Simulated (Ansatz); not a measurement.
# An elementary step

Start structure (GaSiH4ClO, closed shell), relaxed at PBE0-D4/def2-TZVP:

```
8
angstrom
Ga -1.3311 0.7387 -1.4538
Si 0.6040 0.1202 -0.3674
O -0.8786 -0.0556 0.2663
H 0.6808 -0.9371 2.0031
Cl -3.4137 1.0290 -1.7759
H 1.3755 -1.0650 -0.8187
H 1.5324 1.1500 0.1629
H 1.4307 -0.9801 1.9834
```

The step: GaSiH₂ClO ([Cl][Ga]1[O][SiH2]1) + H₂ → SiH₄O ([OH][SiH3]) + GaCl; bonds formed: Si2–H8, O3–H4; bonds broken: Ga1–Si2, Ga1–O3, H4–H8. Program: Ansatz 0.2.0. Basis: def2-TZVPP and def2-QZVPP. Cores are frozen in the correlated methods. Filled d shells of the heavier atoms are correlated. The def2 sets are not built for correlating such inner shells, so the correlated values are less sure here. Extrapolation: Hartree–Fock as exp(−7.88 √X), correlation as X^−2.97. Energies below are by CCSD(T) at an estimated basis limit (MP2 extrapolated from triple and quadruple zeta, plus CCSD(T) − MP2 in triple zeta).

Problem. What are the electronic barrier and the energy of the step, from the start structure to the end structure? (An estimate is asked for; the value comes from the calculation.)

Solution. The calculation gives: Barrier 85.7 kJ/mol; step energy -165.4 kJ/mol (downhill); reverse barrier, their difference, 251.0 kJ/mol. Barrier and step energy count from the start structure, the reverse barrier from the end structure.

The saddle point: One imaginary mode of 1377i cm⁻¹.
```
   pair  start (Å)  saddle (Å)  end (Å)
 Si2–H8       2.72        1.73     1.48
  O3–H4       2.50        1.33     0.97
Ga1–Si2       2.30        2.50     3.93
 Ga1–O3       1.95        2.07     2.41
  H4–H8       0.75        1.00     2.95
```

Zero-point energy (harmonic, PBE0-D4): ZPE is 91.1 kJ/mol at the start and 94.0 kJ/mol at the saddle, so the barrier goes from 85.7 to 88.5 kJ/mol.

No T1 diagnostic of these runs exceeds 0.016.

Labels in which every atom is bracketed show which atoms are joined, not bond orders.

For scale, one of the runs: CCSD(T)/def2-TZVPP, 219 basis functions, launched by `ansatz run in.yaml --threads 4 --pin off --events-out ev --progress --plain --max-ram 9574MiB`. Time: 23 s of wall clock on 4 CPU threads of an Intel Xeon 6975P-C; the host was shared. Peak host memory: 3.4 GiB.
